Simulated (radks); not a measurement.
Charge is removed step by step from the 4s down level of neutral strontium, starting from [Ar] 3d10 4s(up 1, down 1) 4p6 5s2. Method: scalar-relativistic Kohn-Sham, PBE, spin-polarised, spherical densities, finite nucleus; Fermi nuclear charge, rms radius 4.224 fm; computed with a radial shooting solver on a logarithmic mesh with Libxc functionals.

removed (e)  E - E(0) (eV)  eigenvalue (eV)  E minus straight line (eV)
0                    0.000          -40.900                       0.000
0.1                  4.145          -42.017                      -0.527
0.2                  8.402          -43.153                      -0.941
0.3                 12.774          -44.307                      -1.240
0.4                 17.263          -45.477                      -1.424
0.5                 21.869          -46.663                      -1.489
0.6                 26.594          -47.864                      -1.435
0.7                 31.440          -49.078                      -1.261
0.8                 36.408          -50.305                      -0.964
0.9                 41.500          -51.544                      -0.544
1                   46.716          -52.795                       0.000

Removing the whole electron costs 46.716 eV by Delta-SCF, against 40.900 eV from minus the eigenvalue at the starting occupation. Slater's transition state (half an electron removed) gives 46.663 eV. Integrating minus the eigenvalue over the occupation (Janak's theorem) gives 46.724 eV. In this scalar-relativistic scheme the density is built from large components alone, so the theorem holds only approximately. The mean slope of the eigenvalue, de/dn, is 11.9 eV per electron.
